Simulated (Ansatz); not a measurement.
K₄Bi₂⁺, relaxed as a doublet with UKS r2SCAN-D4/def2-SVP in Ansatz, starting from the GFN1-xTB geometry. Force threshold 0.02 eV/Å.

In the def2 sets Bi takes a core potential; there is no spin–orbit coupling. The charge 1 doublet is spin-contaminated (final ⟨S²⟩ up to 1.68, 0.75 for a pure state). The relaxation made no stability test and no search for a lower SCF solution. Another isomer (doublet) lies 0.69 eV lower at PBE0-D4/def2-TZVP; other spin states weren't run for this one.

Start:

Cartesian coordinates in Å:
```
K -3.115 -2.071 3.651
K 0.783 2.133 -1.136
K -2.329 1.921 1.936
K -0.544 -1.047 0.672
Bi 1.892 -1.321 -1.823
Bi 3.313 0.385 -3.299
```

**Question.** Estimate the energy that the relaxation releases and the steps that it takes.

**Answer.** 45.3 kcal/mol, in 41 steps; 10 min on 4 threads of Arm Neoverse V1 on a shared host. The force fell under the threshold at step 38, but the optimiser went on and released 0.002 eV more. No frequencies were taken in this run, so the end may be a saddle point.

**Question.** Does the start keep its bonding?

**Answer.** Bonds lost: K1–K3, K1–K4, K2–K3, K2–K4 (atoms count from 1). Bonds formed: K3–Bi5, K3–Bi6, K4–Bi6 (atoms count from 1). The end is the same structure that another start reached.

**Question.** Predict the relaxed structure.

**Answer.** 
```csv
atom,x (Å),y (Å),z (Å)
K1,-3.114,-2.609,3.734
K2,2.419,2.133,-3.229
K3,-0.718,1.562,1.802
K4,-0.113,-2.425,-0.437
Bi5,-0.473,0.900,-1.680
Bi6,1.999,0.440,-0.191
```
Bond lengths (bridged metal pairs left out): 6 × Bi–K 3.50 to 3.57 Å; 1 × K–K 4.61 Å; 1 × Bi–Bi 2.92 Å.
